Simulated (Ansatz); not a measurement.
CH6Cl2SSi2, SMILES `C[SiH](Cl)S[SiH2]Cl`. Total charge 0; spin multiplicity 1. The geometry is a stationary point of PBE0-D4/def2-TZVP. It is one conformer, not always the lowest.

```xyz
12

C     1.033   -0.676    2.092
Si    0.699   -0.068    0.375
Cl    0.976    1.970    0.284
S    -1.326   -0.576   -0.085
Si   -1.615    0.467   -1.913
Cl   -0.201   -0.025   -3.317
H     0.361   -0.197    2.807
H     2.064   -0.449    2.374
H     0.887   -1.758    2.143
H     1.611   -0.653   -0.631
H    -1.548    1.929   -1.723
H    -2.941    0.036   -2.406
```

Task: What is the dipole moment at r2SCAN/def2-TZVPP? (Best estimate.)

Result: The calculation gave: 1.58 D, with components (0.06, -0.70, 1.42) D in this frame, pointing from negative to positive charge.

Task: And with PBE, B3LYP, ωB97M-V? (Estimate.)

Result: The calculation gave: PBE 1.56 D, B3LYP 1.54 D, ωB97M-V 1.53 D.

Task: Give the Mulliken charges with r2SCAN, ωB97M-V, B3LYP in def2-TZVPP. (Best estimate.)

Result: Computed: 
```json
{"atom": "C1", "r2SCAN": "-0.31", "ωB97M-V": "-0.44", "B3LYP": "-0.38"}
{"atom": "Si2", "r2SCAN": "0.55", "ωB97M-V": "0.42", "B3LYP": "0.53"}
{"atom": "Cl3", "r2SCAN": "-0.25", "ωB97M-V": "-0.21", "B3LYP": "-0.25"}
{"atom": "S4", "r2SCAN": "-0.33", "ωB97M-V": "-0.27", "B3LYP": "-0.32"}
{"atom": "Si5", "r2SCAN": "0.48", "ωB97M-V": "0.32", "B3LYP": "0.45"}
{"atom": "Cl6", "r2SCAN": "-0.24", "ωB97M-V": "-0.20", "B3LYP": "-0.23"}
{"atom": "H7", "r2SCAN": "0.09", "ωB97M-V": "0.13", "B3LYP": "0.12"}
{"atom": "H8", "r2SCAN": "0.08", "ωB97M-V": "0.13", "B3LYP": "0.11"}
{"atom": "H9", "r2SCAN": "0.09", "ωB97M-V": "0.13", "B3LYP": "0.11"}
{"atom": "H10", "r2SCAN": "-0.06", "ωB97M-V": "-0.01", "B3LYP": "-0.05"}
{"atom": "H11", "r2SCAN": "-0.05", "ωB97M-V": "0.00", "B3LYP": "-0.04"}
{"atom": "H12", "r2SCAN": "-0.06", "ωB97M-V": "-0.01", "B3LYP": "-0.05"}
```

B3LYP here is the variant with VWN-RPA as its local correlation; programs differ in this.
